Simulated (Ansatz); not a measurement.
Computed with Ansatz on PBE0-D4/def2-TZVP structures; ΔE is electronic, products minus reactants. CBS: MP2 limit from def2 TZ/QZ plus the TZ coupled-cluster correction, frozen cores. This one scheme is used for every species. Functionals use def2-TZVPP. B3LYP here is the variant with VWN-RPA as its local correlation; programs differ in this. One conformer a species, not always the lowest.

`F[SiH2][AlH][Cl]` → `[AlH2][Cl]` + `F[SiH]`  (silylene formation by 1,1-elimination)

| level | ΔE (kcal/mol) | difference from CCSD(T)/CBS |
| --- | --- | --- |
| B97M-V | 43.7 | -2.5 |
| r2SCAN0-D4 | 51.8 | 5.6 |
| BHLYP-D4 | 47.5 | 1.3 |
| revPBE | 43.8 | -2.4 |
| r2SCAN | 50.7 | 4.5 |
| B3LYP | 42.5 | -3.7 |
| r2SCANh | 51.0 | 4.8 |
| RPA@PBE/def2-TZVPP | 40.7 | -5.5 |
| MP2/def2-TZVPP | 47.3 | 1.1 |
| CCSD/CBS(def2) | 45.6 | -0.6 |
| CCSD(T)/CBS | 46.2 | 0 |

Largest T1 diagnostic among the species: 0.015.

The D4 term adds +2.4 kcal/mol with B3LYP and +1.4 kcal/mol with PBE0; it sums over pairs of atoms, weighted by their polarisabilities, and B3LYP, whose exchange is more repulsive, gets the larger term. At CCSD(T), def2-SVP lies −4.7 kcal/mol from the extrapolated value and def2-TZVPP −1.4 kcal/mol.
